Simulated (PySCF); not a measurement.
C₃H₅FOSi.
Numbering: `[OH:1][SiH2:2][C:3]#[C:4][CH2:5][F:6]` (hydrogens: H7 on O1; H8, H9 on Si2; H10, H11 on C5)

Computed by this run: PBE0-D3(BJ)/def2-SVP geometry optimisation, gas phase in PySCF 2.14.0; density fitting, grid level 1; the optimiser is geomeTRIC in internal coordinates, started from a GFN2-xTB structure with every atom displaced at random (about 0.01 Å).

Geometry at step 4:
```
atom  x, y, z in Å
O1     -2.6804    1.2975   -0.4209
Si2    -1.9792   -0.2065   -0.3631
C3     -0.1606   -0.1183   -0.1322
C4      1.0421   -0.1416    0.0630
C5      2.4834   -0.1674    0.2687
F6      2.8533   -1.0784    1.2186
H7     -2.5286    1.8653    0.3423
H8     -2.3085   -0.8663   -1.6525
H9     -2.4996   -1.0314    0.7686
H10     2.9866   -0.4138   -0.6827
H11     2.8297    0.8364    0.5745
```

**Question.** Give the atomic forces at this geometry.

**Answer.** 
| atom | Fx (eV/Å) | Fy (eV/Å) | Fz (eV/Å) |
| --- | --- | --- | --- |
| O1 | 0.050 | 0.076 | 0.087 |
| Si2 | -0.103 | -0.145 | 0.004 |
| C3 | 0.000 | -0.038 | 0.013 |
| C4 | -0.006 | 0.011 | -0.028 |
| C5 | 0.025 | 0.083 | -0.038 |
| F6 | 0.006 | 0.006 | 0.003 |
| H7 | -0.022 | -0.022 | -0.069 |
| H8 | 0.048 | 0.057 | -0.014 |
| H9 | 0.003 | 0.032 | 0.015 |
| H10 | 0.004 | -0.040 | -0.005 |
| H11 | -0.006 | -0.018 | 0.032 |

The largest, 0.18 eV/Å, acts on Si2; the rms over all components is 0.048 eV/Å. The forces sum to zero within rounding, as they must for an isolated molecule in no field.

**Question.** Give the force on Si2 in Eh/bohr and in nN.

**Answer.** 0.178 eV/Å ÷ 51.422 = 0.00346 Eh/bohr, and 0.178 eV/Å × 1.602 = 0.29 nN.

**Question.** How far is this geometry from the end of the optimisation?

**Answer.** 0.006 eV above it, and 0.072 Å rms away after alignment. The bonds farthest from their final lengths, with half the difference of the two atoms' forces along the bond (positive lengthens):

```json
{"bond": "Si2–C3", "now (Å)": "1.835", "final (Å)": "1.837", "force along bond (eV/Å)": "+0.05"}
{"bond": "Si2–H9", "now (Å)": "1.494", "final (Å)": "1.492", "force along bond (eV/Å)": "-0.06"}
{"bond": "O1–H7", "now (Å)": "0.963", "final (Å)": "0.962", "force along bond (eV/Å)": "-0.10"}
{"bond": "Si2–H8", "now (Å)": "1.485", "final (Å)": "1.484", "force along bond (eV/Å)": "-0.05"}
```

The angle farthest from its final value is Si2–C3–C4, 175.7° against 179.1°.

The cost below is that of the whole optimisation. On one thread, Arm Neoverse V1 (aarch64), shared host with 32 logical CPUs at a one-minute load of 29, this took 43 s and 0.44 GiB of memory at its peak.
